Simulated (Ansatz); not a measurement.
`C[Se]P` + H₂ → `C[SeH]` + PH₃ at 600 K and 1 bar (hydrogenolysis of the Se–P bond).

Gas-phase electronic energies from Ansatz, PBE0-D4/def2-TZVP geometries. CBS: MP2 limit from def2 TZ/QZ plus the TZ coupled-cluster correction, frozen cores. This one scheme is used for every species. For Se outer-core shells are correlated without core-valence functions, which leaves a few kJ/mol of doubt a bond. Scalar relativity is left out up to krypton. One conformer a species, not always the lowest.

```
 species  CCSD(T)/CBS energy (Eh)  H − E (kJ/mol)  S (J/(mol·K))
`C[Se]P`              -2782.70431           192.9          391.6
      H₂                 -1.17544            43.9          150.8
`C[SeH]`              -2441.15625           149.5          312.9
     PH₃               -342.72256            86.3          240.2
```

H − E and S are ideal-gas, rigid-rotor, harmonic terms from PBE0-D4/def2-TZVP, for one conformer and one mirror image of each species. The MP2-based limit puts H₂ 0.8 mEh under its directly extrapolated value; such offsets cancel only in part. 1 Eh = 2625.50 kJ/mol, R = 8.31446 J/(mol·K).

Q: By hand: ΔE, ΔH, ΔS and ΔG.

A: ΔE = (-2441.15625) + (-342.72256) − (-2782.70431) − (-1.17544) = 0.00094 Eh = 2.5 kJ/mol. Δ(H − E) = 149.5 + 86.3 − 192.9 − 43.9 = -1.0, so ΔH = 1.5 kJ/mol. ΔS = 312.9 + 240.2 − 391.6 − 150.8 = 10.7 J/(mol·K). ΔG = 1.5 − 600 × (10.7)/1000 = -4.9 kJ/mol.

Q: By hand: the equilibrium constant, and the temperature at which ΔG would vanish if ΔH and ΔS stayed fixed.

A: log₁₀ K = −ΔG/(RT ln 10) = 0.4. ΔG = 0 at ΔH/ΔS = 140 K, though so small a ΔH makes that figure unsure.

TΔS isn't small against ΔH here. The sign of ΔG lies within the doubt. A doubt of 5 kJ/mol in ΔE shifts log₁₀ K by 0.4 here. Other conformers and mirror images would add mixing entropy, several J/(mol·K) or more a flexible species. These are equilibria of isolated gas molecules and say nothing of rates. Largest T1 diagnostic: 0.013 (customary marks: 0.02 for closed shells, 0.045 for open ones).
